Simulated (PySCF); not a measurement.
C₃H₇FSi₂.
Structure used (GFN2-xTB), in Å, numbered top down from 1:
```
atom  x, y, z in Å
C1     1.898    0.619    0.252
C2     0.497    0.144    0.090
C3    -0.155   -0.736    0.864
F4     0.397   -1.337    1.951
Si5   -1.910   -0.943    0.159
Si6   -0.812    0.593   -1.219
H7     1.913    1.702    0.373
H8     2.373    0.159    1.118
H9     2.479    0.379   -0.639
H10   -2.960   -0.550    1.103
H11   -2.201   -2.317   -0.262
H12   -0.383    0.264   -2.584
H13   -1.138    2.024   -1.223
```

Computed, not measured: TDDFT wB97X-D/def2-SVPD, vertical, gas phase, core orbitals frozen in the response in PySCF 2.14.0, density-fitted response routines.

Transition dipole moments from the ground state, in atomic units and in the frame of the coordinates above (overall signs are arbitrary), for the states with f of 0.002 or more among the lowest 7:

```csv
state,E (eV),μx,μy,μz
S2,6.543,-0.322,-0.213,0.094
S3,6.566,0.044,-0.095,-0.076
S5,7.027,0.410,0.085,0.116
S7,7.168,-0.870,-0.452,0.098
```

Problem. What oscillator strength does each state have?

Solution. f = (2/3) ΔE |μ|² with ΔE in hartree (27.2114 eV).

| state | \|μ\|² (au) | \|μ\| (D) | f |
| --- | --- | --- | --- |
| S2 | 0.158 | 1.01 | 0.025 |
| S3 | 0.017 | 0.33 | 0.003 |
| S5 | 0.189 | 1.10 | 0.032 |
| S7 | 0.970 | 2.50 | 0.170 |

Problem. What is the point group, and which symmetry does each of these states have?

Solution. Cs. From a totally symmetric ground state, an allowed state transforms like the component of the dipole operator along its μ. Polarised normal to the mirror plane, so A″: S3. Polarised in the mirror plane, so A′: S2, S5 and S7.

Problem. Which bond between heavy atoms lies closest to the direction of the S7 transition dipole?

Solution. C1–C2, at 15° from it; next C3–Si5 at 34°.

Problem. What angle do the transition dipoles of S2 and S7 make?

Solution. |cos θ| = |μa·μb| / (|μa| |μb|) = 0.98, so θ ≈ 10° (taken between 0 and 90°, since the signs are arbitrary).

Problem. What peak molar absorption coefficient would the strongest computed level give as a lone Gaussian band 0.4 eV wide at half height?

Solution. ε(max) = 2.175×10⁸ f / FWHM, with the width in cm⁻¹. S7: 2.175×10⁸ × 0.1704 / 3226 ≈ 11000 L mol⁻¹ cm⁻¹.

Time: 45 s wall; peak memory 0.78 GiB. Hardware: an Arm Neoverse V1 with one thread, shared host with 32 logical CPUs at a one-minute load of 28.
